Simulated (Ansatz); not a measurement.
Ideal-gas functions of `B1CCO1` at 298.15 K and 1 bar, from an Ansatz frequency run at PBE0-D4/def2-TZVP.

Molar mass 55.87 g/mol, point group Cs (symmetry number 1), electronic degeneracy 1, moments of inertia 35.829, 43.028, 72.469 u Å². Harmonic wavenumbers (cm⁻¹, unscaled): 249, 596, 783, 817, 846, 939, 995, 1011, 1090, 1155, 1174, 1201, 1246, 1385, 1431, 1512, 2651, 3072, 3098, 3127, 3152.

Use S(trans) = R[1.5 ln M + 2.5 ln T − 1.1517]; rotational temperatures θ = 24.2544 K / I; S(rot) = R[ln(√π/σ · √(T³/θAθBθC)) + 1.5]; for each mode x = 1.438777 ν̃/T, S = R[x/(eˣ − 1) − ln(1 − e⁻ˣ)] and H = RT x/(eˣ − 1); 1 cm⁻¹ = 0.0119627 kJ/mol; R = 8.31446 J/(mol·K).

Q: By hand: the entropy, in J/(mol·K).

A: Translation 159.0. Rotation: θ = 0.6769, 0.5637, 0.3347 K, giving 96.8. Vibration, mode by mode: 7.27, 1.91, 0.93, 0.81, 0.72, 0.50, 0.40, 0.37, 0.27, 0.21, 0.19, 0.17, 0.14, 0.08, 0.07, 0.05, 0.00, 0.00, 0.00, 0.00, 0.00, in all 14.1. Electronic 0.0. Sum 269.9 J/(mol·K).

Q: By hand: H − E and G − E in kJ/mol, counted from the electronic energy.

A: Zero-point energy ½ × 31530 × 0.0119627 = 188.6; thermal vibration 2.9; translation, rotation and pV give 4 RT = 9.9. H − E = 201.4 kJ/mol, and G − E = 201.4 − 298.15 × 269.9/1000 = 120.9 kJ/mol.

Vibration gives 5 % of the entropy.
